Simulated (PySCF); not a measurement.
PySCF job for C₃H₁₂OSi₂, SMILES C[SiH](C)C[SiH2]O, PBE-D3(BJ)/def2-SVP. Geometry optimised at PBE-D3(BJ)/def2-SVP. The structure was generated by enumeration, and PubChem lists no compound with its InChIKey, so it may never have been made. One conformer was computed; it need not be the lowest.

```python
import numpy as np
from pyscf import gto, scf, dft, df
from pyscf.hessian import thermo

mol = gto.M(
    atom='''
    C    -1.73979249   -1.31665632   -0.93335561
    Si   -1.32961755    0.38877451   -0.22269648
    C    -2.70058034    0.95962540    0.94987917
    C     0.33742850    0.34333623    0.69012718
    Si    1.77996438   -0.31818359   -0.32479259
    O     3.28972187    0.03007466    0.34567656
    H    -2.72610482   -1.30745753   -1.44070974
    H    -1.77686211   -2.08141718   -0.12998609
    H    -0.98110896   -1.64230136   -1.67403434
    H    -1.21158340    1.37637395   -1.35838125
    H    -3.67446600    1.02202883    0.42223628
    H    -2.81624778    0.25135834    1.79630632
    H    -2.47657174    1.96087156    1.37092258
    H     0.58116354    1.37891418    1.01521862
    H     0.21876370   -0.26838866    1.61204684
    H     1.59822551   -1.80846137   -0.50066218
    H     1.81252964    0.33937622   -1.67264399
    H     3.44729781   -0.36759896    1.21921726
    ''',
    basis='def2-SVP',
    charge=0,
    spin=0,
    max_memory=1600,
    verbose=3,
)
mf = dft.RKS(mol, xc='pbe').density_fit(auxbasis='def2-universal-jkfit')
mf.disp = 'd3bj'
mf.grids.level = 3
mf.conv_tol = 1e-11
mf.max_cycle = 100
mf.kernel()

# analytic Hessian; the response equations are solved on a coarser grid
h, args, fine = mf.Hessian(), (mf.mo_energy, mf.mo_coeff, mf.mo_occ), mf.grids
h.max_memory = max(150, 2.5e-5 * df.make_auxmol(mol, mf.with_df.auxbasis).nao * mol.nelec[0] * (mol.nelec[0] + mol.nao))  # MB; small integral blocks
h1ao = h.make_h1(mf.mo_coeff, mf.mo_occ)
mf.grids = dft.Grids(mol).set(level=1).build(with_non0tab=True)
mo1, mo_e1 = h.solve_mo1(*args, h1ao)
mf.grids = fine
hess = h.hess_elec(*args, mo1, mo_e1, h1ao) + h.hess_nuc()
if mf.do_disp():
    hess += h.get_dispersion()
for i in range(mol.natm):  # the analytic DFT Hessian lacks the response of the grid: restore translational invariance
    hess[i, i] -= hess[i].sum(axis=0)
hess = (hess + hess.transpose(1, 0, 3, 2)) / 2
vib = thermo.harmonic_analysis(mol, hess, imaginary_freq=False)
thermo.dump_normal_mode(mol, vib)
th = thermo.thermo(mf, vib['freq_au'][vib['freq_au'] > 0], 298.15, 101325)
thermo.dump_thermo(mol, th)
g0 = mf.nuc_grad_method().set(verbose=0).kernel()

# dipole derivatives [dipole axis, atom, xyz] from the same response
r, irp = mol.intor('int1e_r'), mol.intor('int1e_irp').reshape(3, 3, mol.nao, mol.nao)
sl, dm0, ok = mol.aoslice_by_atom(), np.array(mf.make_rdm1()), []
dmu = np.einsum('a,xt->xat', mol.atom_charges(), np.eye(3))
for a, (_, _, p0, p1) in enumerate(sl):
    dmu[:, a] += 2 * np.einsum('xtij,ij->xt', irp[:, :, :, p0:p1], dm0.reshape(-1, mol.nao, mol.nao).sum(0)[:, p0:p1])
    for u, c, occ, f in [(mo1, mf.mo_coeff, mf.mo_occ, 4)]:
        dmu[:, a] -= f * np.einsum('tui,xuv,vi->xt', u[a], r, c[:, occ > 0], optimize=True)
L = vib['norm_mode']
ir = 974.8801 * (np.einsum('xat,kat->kx', dmu, L) ** 2).sum(1)       # km/mol
apt = np.einsum('xax->a', dmu) / 3
print('mode   freq/cm-1   IR/(km/mol)')
for k, w in enumerate(vib['freq_wavenumber']):
    print(f'{k + 1:4d} {w:11.2f} {ir[k]:13.3f}')
print('max |gradient| / (hartree/bohr):', abs(g0).max())
print('APT charges:', apt.round(4))
```

Program output:

```
converged SCF energy = -774.93937824382

WARN: DFTD3 does not support analytical Hessian, using finite difference


WARN: Mole.unit (angstrom) is changed to Bohr

Mode                                 0                   1                   2
Irrep
Freq [cm^-1]                       28.8402             62.7247             97.4376
Reduced mass [au]                   2.6524              2.8947              2.9500
Force const [Dyne/A]                0.0013              0.0067              0.0165
Char temp [K]                      41.4947             90.2469            140.1910
Normal mode                   x     y     z       x     y     z       x     y     z
       0   C                 0.06  0.05 -0.06    0.07 -0.01  0.02   -0.10  0.01 -0.03
       1  Si                 0.01  0.03  0.01   -0.02  0.02 -0.01   -0.03 -0.00 -0.03
       2   C                -0.02 -0.05  0.01   -0.02 -0.07  0.04    0.06 -0.02  0.09
       3   C                 0.00  0.04  0.02    0.01  0.14 -0.06    0.00  0.01 -0.10
       4  Si                -0.03 -0.08  0.05   -0.01  0.02 -0.01    0.05 -0.04 -0.00
       5   O                -0.00  0.05 -0.08   -0.00 -0.11  0.04   -0.01  0.06  0.08
       6   H                 0.07  0.04 -0.07    0.03 -0.09  0.09   -0.12  0.04  0.01
       7   H                 0.08  0.01 -0.09    0.19 -0.01  0.02   -0.08  0.00 -0.04
       8   H                 0.08  0.10 -0.07    0.04  0.05 -0.04   -0.13  0.00 -0.07
       9   H                 0.00  0.07  0.04   -0.13  0.02 -0.02   -0.10  0.01 -0.03
      10   H                -0.01 -0.05 -0.00   -0.04 -0.15  0.07    0.01 -0.00  0.18
      11   H                -0.02 -0.08 -0.02    0.07 -0.08  0.04    0.14 -0.03  0.08
      12   H                -0.05 -0.06  0.05   -0.08 -0.05  0.03    0.11 -0.03  0.09
      13   H                 0.04  0.06 -0.06    0.02  0.17 -0.17    0.01  0.02 -0.15
      14   H                -0.01  0.11  0.06    0.03  0.23  0.01    0.00  0.06 -0.06
[...]
      16   H                -0.00 -0.00 -0.00    0.00  0.00 -0.00    0.00  0.00  0.00
      17   H                -0.00 -0.00 -0.00    0.00  0.00  0.00    0.00 -0.00  0.00
Mode                                36                  37                  38
Irrep
Freq [cm^-1]                     2123.2106           2136.5357           2188.7466
Reduced mass [au]                   1.0400              1.0401              1.0410
Force const [Dyne/A]                2.7622              2.7974              2.9381
Char temp [K]                    3054.8273           3073.9992           3149.1191
Normal mode                   x     y     z       x     y     z       x     y     z
       0   C                 0.00 -0.00  0.00   -0.00 -0.00 -0.00   -0.00  0.00 -0.00
       1  Si                 0.00  0.00  0.00    0.00  0.02 -0.03    0.00 -0.00  0.00
       2   C                -0.00 -0.00 -0.00   -0.00  0.00  0.00   -0.00  0.00 -0.00
       3   C                -0.00  0.00 -0.00   -0.00  0.00 -0.00   -0.00 -0.00 -0.00
       4  Si                 0.00  0.03  0.00    0.00 -0.00  0.00   -0.00 -0.02  0.03
       5   O                 0.00  0.00  0.00   -0.00 -0.00  0.00    0.00  0.00  0.00
       6   H                 0.00 -0.00 -0.00   -0.00  0.00 -0.00    0.00 -0.00 -0.00
       7   H                -0.00  0.00  0.00    0.00  0.01  0.00    0.00 -0.00  0.00
       8   H                -0.00  0.00 -0.00    0.00  0.00 -0.00   -0.00 -0.00  0.00
       9   H                -0.00  0.01 -0.01   -0.08 -0.64  0.73    0.01  0.05 -0.06
      10   H                -0.00  0.00  0.00   -0.00 -0.00 -0.00   -0.00  0.00  0.00
      11   H                -0.00  0.00  0.00    0.01 -0.00 -0.01    0.00 -0.00 -0.00
      12   H                 0.00 -0.00 -0.00    0.00  0.00 -0.00    0.00 -0.00 -0.00
      13   H                -0.00  0.00  0.00   -0.00  0.00 -0.00   -0.00 -0.00 -0.00
      14   H                 0.00  0.00 -0.00   -0.00  0.00 -0.00   -0.00  0.00  0.01
      15   H                -0.12 -0.97 -0.11   -0.00 -0.02  0.00   -0.00  0.01  0.01
      16   H                -0.00  0.02 -0.01    0.00  0.03 -0.07    0.02  0.43 -0.88
      17   H                 0.00  0.00  0.00    0.00  0.00  0.00    0.00 -0.00  0.00
Mode                                39                  40                  41
Irrep
Freq [cm^-1]                     2970.8600           2971.4117           2971.5549
Reduced mass [au]                   1.0369              1.0455              1.0484
Force const [Dyne/A]                5.3918              5.4386              5.4542
Char temp [K]                    4274.4061           4275.1998           4275.4060
Normal mode                   x     y     z       x     y     z       x     y     z
       0   C                 0.00  0.00  0.00   -0.01 -0.03 -0.01    0.01  0.03  0.01
       1  Si                 0.00 -0.00 -0.00    0.00  0.00  0.00    0.00 -0.00 -0.00
       2   C                -0.03  0.01  0.03    0.00 -0.00 -0.00    0.01 -0.00 -0.01
       3   C                -0.00 -0.00 -0.01   -0.00 -0.01 -0.04   -0.00 -0.01 -0.05
       4  Si                -0.00  0.00 -0.00   -0.00  0.00 -0.00   -0.00  0.00  0.00
       5   O                 0.00  0.00  0.00    0.00  0.00  0.00    0.00  0.00  0.00
       6   H                -0.05  0.00 -0.03    0.38 -0.02  0.19   -0.32  0.01 -0.16
       7   H                -0.00 -0.04  0.05    0.01  0.31 -0.34   -0.01 -0.25  0.28
       8   H                 0.04 -0.01 -0.04   -0.29  0.11  0.28    0.24 -0.09 -0.23
       9   H                -0.00  0.00  0.00   -0.00 -0.00  0.00   -0.00  0.00  0.00
      10   H                 0.47 -0.03  0.27   -0.04  0.00 -0.02   -0.12  0.01 -0.07
      11   H                 0.05  0.37 -0.43   -0.00 -0.03  0.03   -0.01 -0.09  0.11
      12   H                -0.12 -0.48 -0.19    0.01  0.03  0.01    0.03  0.12  0.05
      13   H                 0.03  0.14  0.04    0.09  0.39  0.11    0.10  0.45  0.13
      14   H                -0.02 -0.09  0.14   -0.05 -0.26  0.38   -0.06 -0.30  0.43
      15   H                 0.00 -0.00  0.00    0.00  0.00  0.00    0.00 -0.00 -0.00
      16   H                 0.00 -0.00  0.00    0.00 -0.00  0.00    0.00 -0.00  0.00
      17   H                 0.00 -0.00 -0.00    0.00 -0.00  0.00    0.00 -0.00  0.00
Mode                                42                  43                  44
Irrep
Freq [cm^-1]                     3036.8465           3068.2948           3069.1941
Reduced mass [au]                   1.1020              1.1020              1.1017
Force const [Dyne/A]                5.9881              6.1124              6.1146
Char temp [K]                    4369.3460           4414.5931           4415.8870
Normal mode                   x     y     z       x     y     z       x     y     z
       0   C                -0.00  0.00  0.00    0.01 -0.03  0.07    0.00  0.01 -0.04
       1  Si                 0.00  0.00 -0.00   -0.00 -0.00  0.00   -0.00  0.00 -0.00
       2   C                -0.00 -0.00  0.00   -0.02  0.02 -0.03   -0.03  0.05 -0.05
       3   C                 0.02  0.08 -0.03    0.00  0.00 -0.00    0.00  0.00 -0.00
       4  Si                 0.00  0.00 -0.00    0.00 -0.00  0.00    0.00 -0.00 -0.00
       5   O                -0.00 -0.00 -0.00    0.00  0.00 -0.00   -0.00  0.00  0.00
       6   H                 0.00 -0.00  0.00   -0.34 -0.00 -0.16    0.13  0.00  0.06
       7   H                -0.00 -0.00  0.00    0.02  0.46 -0.48   -0.01 -0.24  0.25
       8   H                 0.01 -0.00 -0.01    0.24 -0.11 -0.22   -0.16  0.07  0.15
       9   H                -0.00 -0.00  0.00    0.00  0.00 -0.00   -0.00 -0.00  0.01
      10   H                -0.00 -0.00 -0.00    0.25 -0.01  0.13    0.42 -0.02  0.22
      11   H                 0.00  0.01 -0.01   -0.04 -0.21  0.25   -0.07 -0.42  0.50
      12   H                 0.00  0.01  0.00   -0.02 -0.06 -0.03   -0.05 -0.18 -0.09
      13   H                -0.15 -0.66 -0.21   -0.00 -0.00 -0.00   -0.00 -0.01 -0.00
      14   H                -0.07 -0.34  0.53   -0.00 -0.00  0.00    0.00 -0.00  0.01
      15   H                 0.00 -0.00  0.00   -0.00  0.00 -0.00    0.00 -0.00  0.00
      16   H                -0.00 -0.00  0.00   -0.00  0.00 -0.00   -0.00 -0.00  0.00
      17   H                 0.00  0.00  0.00   -0.00 -0.00 -0.00    0.00  0.00 -0.00
Mode                                45                  46                  47
Irrep
Freq [cm^-1]                     3073.1981           3073.7982           3765.0142
Reduced mass [au]                   1.1019              1.1021              1.0666
Force const [Dyne/A]                6.1317              6.1350              8.9084
Char temp [K]                    4421.6478           4422.5112           5417.0172
Normal mode                   x     y     z       x     y     z       x     y     z
       0   C                -0.09  0.02  0.01    0.01  0.00 -0.00   -0.00 -0.00 -0.00
       1  Si                -0.00  0.00 -0.00   -0.00 -0.00 -0.00    0.00  0.00  0.00
       2   C                -0.01 -0.00 -0.01   -0.05 -0.06 -0.03   -0.00  0.00 -0.00
       3   C                 0.00 -0.00  0.00   -0.00 -0.00  0.00   -0.00  0.00 -0.00
       4  Si                 0.00  0.00  0.00    0.00 -0.00 -0.00   -0.00 -0.00  0.00
       5   O                -0.00 -0.00 -0.00    0.00  0.00  0.00    0.01 -0.02  0.05
       6   H                 0.59 -0.00  0.31   -0.03  0.00 -0.01   -0.00 -0.00 -0.00
       7   H                -0.02 -0.00  0.01   -0.00 -0.02  0.02    0.00  0.00 -0.00
       8   H                 0.45 -0.19 -0.45   -0.05  0.02  0.05    0.00  0.00  0.00
       9   H                 0.00 -0.00  0.00    0.00  0.00 -0.00   -0.00  0.00 -0.00
      10   H                 0.08 -0.01  0.04    0.47 -0.04  0.25   -0.00  0.00  0.00
      11   H                -0.01 -0.03  0.03    0.01  0.11 -0.15    0.00 -0.00  0.00
      12   H                 0.01  0.04  0.01    0.15  0.69  0.29    0.00  0.00 -0.00
      13   H                 0.00  0.01  0.00    0.00  0.01  0.00    0.00 -0.00 -0.00
      14   H                 0.00  0.00 -0.00    0.00  0.00 -0.00    0.00 -0.00  0.00
      15   H                -0.00 -0.00 -0.00    0.00  0.00  0.00   -0.00 -0.00 -0.00
      16   H                -0.00 -0.00  0.00   -0.00  0.00  0.00    0.00  0.00 -0.00
      17   H                 0.00  0.00 -0.00    0.00 -0.00 -0.00   -0.18  0.39 -0.87
temperature 298.1500 [K]
pressure 101325.00 [Pa]
Rotational constants [GHz] 4.50104 0.97536 0.85426
Symmetry number 1
Zero-point energy (ZPE) 0.13661 [Eh]   358681.781 [J/mol]
                           tot       elec      trans        rot        vib
Entropy [J/mol/K]       432.451      0.000    168.485    120.667    143.299
Cv [J/mol/K]            165.410      0.000     12.472     12.472    140.467
Cp [J/mol/K]            173.725      0.000     20.786     12.472    140.467
Internal energy [J/mol]                      3718.434   3718.434 380516.589
Internal energy [Eh]   -774.79161  -774.93938
Enthalpy [J/mol]                             6197.391   3718.434 380516.589
Enthalpy [Eh]          -774.79067
Gibbs free energy [J/mol]                  -44036.372 -32258.434 337792.024
Gibbs free energy [Eh] -774.83978
mode   freq/cm-1   IR/(km/mol)
   1       28.84         2.896
   2       62.72         0.194
   3       97.44         1.571
   4      157.68         0.420
   5      164.31         1.664
   6      177.80        23.735
   7      189.01         5.928
   8      218.23        49.727
   9      230.75         0.411
  10      267.65        36.146
  11      468.04         3.223
  12      588.22         2.164
  13      595.62        22.683
  14      607.45        24.276
  15      655.09        16.318
  16      684.05         5.823
  17      696.09        37.109
  18      734.22        30.968
  19      745.93        63.845
  20      805.50        97.056
  21      809.21       169.673
  22      826.26        59.005
  23      854.10       206.690
  24      867.06        69.945
  25      876.10        51.395
  26      891.04        25.174
  27      920.95       120.034
  28      979.76         8.943
  29     1021.70       229.183
  30     1212.77        26.277
  31     1220.77        15.569
  32     1327.19         3.148
  33     1377.12         0.332
  34     1380.87         2.551
  35     1387.52         2.312
  36     1391.18         8.336
  37     2123.21       132.687
  38     2136.54       107.841
  39     2188.75       109.018
  40     2970.86         3.768
  41     2971.41         3.819
  42     2971.55         2.569
  43     3036.85         1.557
  44     3068.29         1.000
  45     3069.19         9.024
  46     3073.20         6.592
  47     3073.80         4.590
  48     3765.01        68.324
max |gradient| / (hartree/bohr): 5.3469401618388915e-05
APT charges: [-0.3562  1.2624 -0.3628 -0.6835  1.3919 -0.8187  0.0162  0.0147  0.0225
 -0.2882  0.0028  0.0135  0.0178  0.0182  0.0116 -0.2934 -0.2547  0.2858]
```

The run converged.
